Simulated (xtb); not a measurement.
ClK, singlet, at a GFN2-xTB geometry (such geometries of metal compounds can be far from the true shape); GFN0-xTB (xtb 6.7.1).

xtb was given this input:
```
$ xtb mol.xyz --gfn 0 --ohess --json

# file mol.xyz
2

K     -0.00000000    -0.00000000    -1.21784993
Cl     0.00000000     0.00000000     1.36112639
```

### Question
Predict the main parts of the log of this xtb run.

### Answer

```
   ID    Z sym.   atoms
    1   19 K      1
    2   17 Cl     2

           -------------------------------------------------
          |                Calculation Setup                |
           -------------------------------------------------

           -------------------------------------------------
          |                 G F N 0 - x T B                 |
           -------------------------------------------------

          ...................................................
          :                      SETUP                      :
          :.................................................:
          :  # basis functions                  14          :
          :  # atomic orbitals                  13          :
          :  # shells                            5          :
          :  # electrons                         8          :
          :  electronic temp.          300.0000000     K    :
          :  accuracy                    1.0000000          :
          :  -> integral cutoff          0.2500000E+02      :
          :  -> integral neglect         0.1000000E-07      :
          ...................................................

         :::::::::::::::::::::::::::::::::::::::::::::::::::::
         ::                     SUMMARY                     ::
         :::::::::::::::::::::::::::::::::::::::::::::::::::::
         :: total energy              -4.739264282403 Eh    ::
         :: gradient norm              0.006871859553 Eh/a0 ::
         :: HOMO-LUMO gap              5.278125137540 eV    ::
         ::.................................................::
         :: H0 energy                 -4.591331956476 Eh    ::
         :: repulsion energy           0.002532833974 Eh    ::
         :: electrostat energy        -0.150352031291 Eh    ::
         :: -> Gsolv                   0.000000000000 Eh    ::
         ::    -> Gsasa                0.000000000000 Eh    ::
         ::    -> Gshift               0.000000000000 Eh    ::
         :: dispersion energy         -0.000113128611 Eh    ::
         :: short-range corr.          0.000000000000 Eh    ::
         :: add. restraining           0.000000000000 Eh    ::
         :: total charge               0.000000000000 e     ::
         :::::::::::::::::::::::::::::::::::::::::::::::::::::

      -----------------------------------------------------------
     |                   =====================                   |
     |                        A N C O P T                        |
     |                   =====================                   |
     |               Approximate Normal Coordinate               |
     |                Rational Function Optimizer                |
      -----------------------------------------------------------
      -----------------------------------------------------------
     |                   =====================                   |
     |                        A N C O P T                        |
     |                   =====================                   |
     |               Approximate Normal Coordinate               |
     |                Rational Function Optimizer                |
      -----------------------------------------------------------

          ...................................................
          :                      SETUP                      :
          :.................................................:
          :   optimization level            normal          :
          :   max. optcycles                   200          :
          :   ANC micro-cycles                  20          :
          :   degrees of freedom                 1          :
          :.................................................:
          :   RF solver                   davidson          :
          :   write xtbopt.log                true          :
          :   linear (good luck)              true          :
          :   energy convergence         0.5000000E-05 Eh   :
[...]
 * total energy  :    -4.7392643 Eh     change        0.0000000E+00 Eh
 * total energy  :    -4.7399428 Eh     change       -0.6785160E-03 Eh
 * total energy  :    -4.7399734 Eh     change       -0.3063028E-04 Eh
 * total energy  :    -4.7399754 Eh     change       -0.1988346E-05 Eh
   *** GEOMETRY OPTIMIZATION CONVERGED AFTER 4 ITERATIONS ***
         :: total energy              -4.739975417037 Eh    ::
[...]
           -------------------------------------------------
 vibrational frequencies (cm⁻¹)
eigval :        0.00     0.00     0.00     0.00     0.00    93.26
 reduced masses (amu)
   1: 37.19   2: 37.19   3: 37.36   4: 37.36   5: 37.36   6: 37.19
 IR intensities (km·mol⁻¹)
   1: 15.92   2: 15.92   3:  0.00   4:  0.00   5:  0.00   6:  7.41
 Raman intensities (Ä⁴*amu⁻¹)
Molecule has the following symmetry elements: (Cinf) (sigma)
It seems to be the Cinfv point group
   1:  0.00   2:  0.00   3:  0.00   4:  0.00   5:  0.00   6:  0.00
 output can be read by thermo (or use thermo option).
 writing <g98.out> molden fake output.
 recommended (thermochemical) frequency scaling factor: 1.0
           -------------------------------------------------
          |             Thermodynamic Functions             |
           -------------------------------------------------

cin symmetry found (for desy threshold:  0.10E+00) used in thermo

          ...................................................
          :                      SETUP                      :
          :.................................................:
          :  # frequencies                           1      :
          :  # imaginary freq.                       0      :
          :  linear?                              true      :
          :  only rotor calc.                    false      :
          :  symmetry                              cin      :
          :  rotational number                       1      :
          :  scaling factor                  1.0000000      :
          :  rotor cutoff                   50.0000000 cm⁻¹ :
          :  imag. cutoff                  -20.0000000 cm⁻¹ :
          :.................................................:

    mode    ω/cm⁻¹     T·S(HO)/kcal·mol⁻¹    T·S(FR)/kcal·mol⁻¹   T·S(vib)
   ------------------------------------------------------------------------
       1     93.26    -1.07051 ( 92.37%)    -0.87132 (  7.63%)    -1.05531
   ------------------------------------------------------------------------

   temp. (K)  partition function   enthalpy   heat capacity  entropy
                                   cal/mol     cal/K/mol   cal/K/mol   J/K/mol
 298.15  VIB   2.76                  469.143      1.881      3.540
         ROT  0.176E+04              592.502      1.987     16.836
         INT  0.485E+04             1061.645      3.868     20.375
         TR   0.623E+27             1481.254      4.968     38.825
         TOT                        2542.8987     8.8362    59.2004   247.6943

       T/K    H(0)-H(T)+PV         H(T)/Eh          T*S/Eh         G(T)/Eh
   ------------------------------------------------------------------------
    298.15    0.405237E-02    0.426483E-02    0.281280E-01   -0.238632E-01
   ------------------------------------------------------------------------

         :::::::::::::::::::::::::::::::::::::::::::::::::::::
         ::                  THERMODYNAMIC                  ::
         :::::::::::::::::::::::::::::::::::::::::::::::::::::
         :: total free energy          -4.763838585862 Eh   ::
         ::.................................................::
         :: total energy               -4.739975417037 Eh   ::
         :: zero point energy           0.000212460932 Eh   ::
         :: G(RRHO) w/o ZPVE           -0.024075629756 Eh   ::
         :: G(RRHO) contrib.           -0.023863168825 Eh   ::
         :::::::::::::::::::::::::::::::::::::::::::::::::::::

optimized geometry written to: xtbopt.xyz

           -------------------------------------------------
          | TOTAL ENERGY               -4.739975417037 Eh   |
          | TOTAL ENTHALPY             -4.735710589154 Eh   |
          | TOTAL FREE ENERGY          -4.763838585862 Eh   |
          | GRADIENT NORM               0.000040725884 Eh/α |
          | HOMO-LUMO GAP               5.265633142838 eV   |
           -------------------------------------------------

normal termination of xtb
```
